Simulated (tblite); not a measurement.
Compound: C4H10OPSi (doublet state).
Structure used (GFN2-xTB), in Å, numbered top down from 1:
```
atom  x, y, z in Å
P1     2.9862    0.1409   -0.7211
Si2    1.1480   -0.3332    0.4705
C3    -0.2104   -1.1362   -0.5939
C4    -1.5587   -0.5966   -0.1235
C5    -1.6034    0.9351   -0.1805
C6    -0.7000    1.5628    0.8090
O7     0.5610    1.1084    0.9659
H8     3.4683   -1.1539   -0.6755
H9     3.7227    0.5241    0.3833
H10    1.3563   -1.1016    1.7078
H11   -0.0744   -0.8918   -1.6497
H12   -0.2051   -2.2227   -0.5194
H13   -1.7431   -0.9200    0.9028
H14   -2.3598   -0.9993   -0.7488
H15   -1.3232    1.2380   -1.2038
H16   -2.6191    1.2922   -0.0011
H17   -0.8523    2.5658    1.1682
```

Level: GFN2-xTB in tblite, geometry and Hessian alike; calculated harmonic values, unscaled, isolated species. The method is semi-empirical: single wavenumbers can be off by several per cent or more. Modes of hydrogen on phosphorus and silicon can be 10 to 20 % off. One conformer, not necessarily the lowest. Open shells enter through the occupations alone, without spin polarisation, and single modes of such species can be off by tens of per cent.

Harmonic wavenumbers (cm⁻¹): 35.6, 91.6, 111.2, 155.6, 173.4, 264.8, 297.9, 357.4, 391.5, 488.5, 569.1, 617.7, 661.0, 670.4, 695.9, 720.0, 765.0, 793.9, 886.6, 926.3, 983.8, 1020.3, 1103.4, 1117.1, 1143.3, 1165.1, 1224.8, 1226.7, 1292.6, 1311.8, 1318.9, 1345.9, 1452.8, 1475.6, 1498.4, 2171.8, 2314.4, 2397.3, 2804.0, 2952.3, 2965.1, 2980.8, 2985.1, 3001.6, 3095.5.

A = 3321, B = 1190, C = 1012 MHz; mass 133.024 u (most abundant isotopes); point group C1, symmetry number 1; spin multiplicity 2.

Question: What is the zero-point energy?

Answer: ½Σν̃ = 28011 cm⁻¹ = 80.09 kcal/mol.

Question: Entropy at 350 K, 1 bar (ideal gas, RRHO, classical rotation)?

Answer: Translation 41.39, rotation 29.25, vibration 31.71, spin (R ln 2) 1.38: S = 103.7 cal/(mol K).

Question: And Cp and H(350 K) − H(0)?

Answer: Cp = 40.95 cal/(mol K), of which vibrations give 33.01 (their classical limit is 45 R = 89.4); H(350 K) − H(0) = 8.57 kcal/mol without the zero-point energy, 5.78 from vibrations.

Question: Which modes carry the vibrational entropy at 350 K?

Answer: 35.6 cm⁻¹: 5.81; 91.6 cm⁻¹: 3.94; 111.2 cm⁻¹: 3.56; 155.6 cm⁻¹: 2.91; 173.4 cm⁻¹: 2.70; 264.8 cm⁻¹: 1.91 cal/(mol K); the other 39 give 10.87 together.

Question: Blend soft modes into free rotors: weight 1/[1 + (100 cm⁻¹/ν̃)⁴] for the oscillator and the rest for a rotor with moment μB/(μ + B), μ = h/(8π²ν), B = 10⁻⁴⁴ kg m². What vibrational entropy results?

Answer: 29.16 cal/(mol K) in place of 31.71, which changes −T·S at 350 K by +0.89 kcal/mol.

Hindered rotation and anharmonicity are outside this model. Other conformers, if any are populated, would add a mixing term that is left out. The structure is chiral; the term R ln 2 for an equal mix with its mirror image is left out.
